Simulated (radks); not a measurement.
Values are calculated unless marked as measured or tabulated.
These are the eigenvalues of the occupied orbitals of an atom or ion with whole-number occupations (eV). Code: a radial shooting solver on a logarithmic mesh with Libxc functionals. Model: non-relativistic Kohn-Sham, LDA (Slater exchange, Perdew-Wang correlation), spin-unpolarised, spherical densities, point nucleus.

| orbital | eigenvalue |
|---|---|
| 1s | -12495.47 |
| 2s | -2369.291 |
| 2p | -2228.647 |
| 3s | -923.1377 |

Which element is it, and in what charge state? The configuration may be excited.

Answer. Z = 33, arsenic, charge +22: As22+ in [Ne] 3s1. The list shows which subshells hold electrons but not how many an open one holds; the 1s level, -459.2 hartree, gives Z - s = 30.3 by -(Z - s)^2/2, which with screening narrows Z to a few neighbours, and the depths of the outer levels then fix element, charge and occupations together.
